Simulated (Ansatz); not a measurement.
`C[O][W]([OH])([OH])([OH])([F])[O]C` + HCl → `C[O][W]([OH])([OH])([F])([Cl])[O]C` + H₂O  (ligand exchange at a W–O bond)

Program: Ansatz. Geometries: PBE0-D4/def2-TZVP. ΔE: electronic, gas phase. CCSD(T)/CBS is the MP2 limit (def2-TZVPP, def2-QZVPP) plus CCSD(T) − MP2 in def2-TZVPP, frozen cores. This one scheme is used for every species. Functionals use def2-TZVPP. Elements past krypton have def2 core potentials. For W outer-core shells are correlated without core-valence functions, which leaves a few kJ/mol of doubt a bond. Each species was taken in one conformer, which may not be the lowest.

`C[O][W]([OH])([OH])([OH])([F])[O]C`:

```xyz
18

C     2.708   -0.475   -0.767
O     1.585    0.117   -0.189
W    -0.253   -0.127   -0.216
O    -2.074   -0.744   -0.289
O     0.220   -1.948    0.127
O    -0.234   -0.303   -2.123
F    -0.677    1.695   -0.678
O    -0.604    0.461    1.501
C    -1.417    1.415    2.118
H     2.609   -0.466   -1.857
H     3.601    0.078   -0.471
H     2.785   -1.512   -0.425
H    -2.394   -1.072   -1.132
H    -0.505   -2.572    0.207
H    -0.461    0.475   -2.638
H    -1.409    2.338    1.532
H    -1.038    1.608    3.123
H    -2.441    1.034    2.178
```

HCl:

Cartesian coordinates in Å:
```
Cl -0.135 -0.152 0.606
H 0.135 0.152 -0.606
```

`C[O][W]([OH])([OH])([F])([Cl])[O]C`:

Cartesian coordinates in Å:
```
C -1.170 1.942 1.779
O -0.731 0.783 1.140
W -0.035 0.132 -0.430
O 1.370 1.377 -0.134
O 0.634 -0.123 -2.187
F -1.442 -1.114 -0.684
Cl -1.482 1.695 -1.507
O 0.908 -1.335 0.180
C 0.871 -2.722 -0.023
H -0.323 2.621 1.912
H -1.932 2.428 1.163
H -1.589 1.673 2.751
H 2.047 1.485 -0.807
H 0.281 0.388 -2.920
H 1.331 -3.214 0.835
H -0.166 -3.049 -0.136
H 1.430 -2.968 -0.930
```

H₂O:

Cartesian coordinates in Å:
```
O -0.356 -0.134 -0.080
H -0.061 0.779 -0.089
H 0.417 -0.644 0.169
```

```csv
level,ΔE (kJ/mol)
r2SCAN-D4,-20.6
ωB97X-V,-17.5
PBE-QIDH,-27.0
r2SCAN0,-21.7
CAM-B3LYP,-11.8
CCSD/def2-SVP,-3.8
MP2/def2-TZVPP,-30.9
CCSD(T)/def2-TZVPP,-18.8
```

(1) What does CCSD(T)/CBS give? (Best estimate.)

Largest T1 diagnostic among the species: 0.021, so the coupled-cluster value is less sure than usual.

Answers

(1) Computed: -25.6 kJ/mol. The listed levels differ from it by 5.0, 8.1, -1.4, 3.9, 13.8, 21.8, -5.3, 6.8 kJ/mol.

The D4 term adds −4.9 kJ/mol with B3LYP and −2.6 kJ/mol with PBE0; it sums over pairs of atoms, weighted by their polarisabilities, and B3LYP, whose exchange is more repulsive, gets the larger term. In def2-TZVPP, CCSD(T) changes the Hartree–Fock value by −4.3 kJ/mol (the triples alone add −3.6 kJ/mol) and MP2 by −16.4 kJ/mol. At CCSD(T), def2-SVP lies +19.6 kJ/mol from the extrapolated value and def2-TZVPP +6.8 kJ/mol.

CCSD(T)/CBS has its own doubt, a few kJ/mol and more with outer-core shells, so smaller differences from it don't rank the levels.

B3LYP here is the variant with VWN-RPA as its local correlation; programs differ in this.
